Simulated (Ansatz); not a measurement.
Gas-phase electronic energies from Ansatz, PBE0-D4/def2-TZVP geometries. CCSD(T)/CBS is the MP2 limit (def2-TZVPP, def2-QZVPP) plus CCSD(T) − MP2 in def2-TZVPP, frozen cores. Functionals use def2-TZVPP. def2 core potentials past Kr. For Te outer-core shells are correlated without core-valence functions, which leaves a few kJ/mol of doubt a bond.

`[CH3][Al]1[CH2][O]1` + `[TeH]B1N[SiH2]1` → `[TeH][Al]1[CH2][O]1` + `CB1N[SiH2]1`  (redistribution)

`[CH3][Al]1[CH2][O]1`:

```xyz
9

C    -0.021   -1.489   -1.081
Al   -0.003    0.069    0.064
C     0.191    1.691    1.001
O    -0.730    0.635    1.502
H     0.108   -2.397   -0.487
H     0.767   -1.454   -1.836
H    -0.982   -1.564   -1.597
H    -0.335    2.611    0.738
H     1.005    1.897    1.696
```

`[TeH]B1N[SiH2]1`:

Z-matrix (Å, degrees):
```
Si
B 1 1.925
N 1 1.751 2 43.9
H 1 1.484 2 124.8 3 -92.0
H 1 1.484 2 124.8 3 92.0
Te 2 2.130 1 162.0 3 -180.0
H 3 1.008 1 147.1 2 -180.0
H 6 1.655 2 93.1 1 -0.0
```

`[TeH][Al]1[CH2][O]1`:

```xyz
7

Te    1.030    2.594    0.959
Al    0.034    0.496    0.027
C    -0.852   -0.940   -0.808
O     0.198   -1.195    0.206
H     2.009    1.652    1.911
H    -0.585   -1.311   -1.797
H    -1.835   -1.295   -0.498
```

`CB1N[SiH2]1`:

Cartesian coordinates in Å:
```
C -0.598 -1.150 -1.164
B -0.071 -0.112 -0.136
N 0.531 -0.095 1.107
Si 0.371 1.597 0.668
H -1.654 -0.969 -1.381
H -0.070 -1.039 -2.116
H -0.486 -2.183 -0.825
H 0.842 -0.767 1.793
H -0.521 2.393 1.553
H 1.656 2.326 0.500
```

```
             level  ΔE (eV)
            PBE-D4    -0.61
         r2SCAN-D4    -0.63
          BHLYP-D4    -0.65
             BHLYP    -0.67
       HF/def2-SVP    -0.76
   CCSD/def2-TZVPP    -0.63
SCS-MP2/def2-QZVPP    -0.59
    CCSD/CBS(def2)    -0.63
```

What does CCSD(T)/CBS give? (An estimate is asked.)

The calculation gave: -0.61 eV. The listed levels differ from it by 0.00, -0.02, -0.04, -0.06, -0.15, -0.02, 0.02, -0.02 eV.

Largest T1 diagnostic among the species: 0.015.

Leaving LDA and LC-ωPBE aside and taking each functional with its dispersion term where it has one, the values, not all of them listed here, spread over 0.08 eV, from r2SCAN0-D4 to BLYP-D4. In def2-TZVPP, CCSD(T) changes the Hartree–Fock value by +0.12 eV (the triples alone add +0.02 eV) and MP2 by +0.16 eV. From BLYP to BHLYP (50 % exact exchange), in def2-TZVPP and without D4, ΔE moves by −0.06 eV.
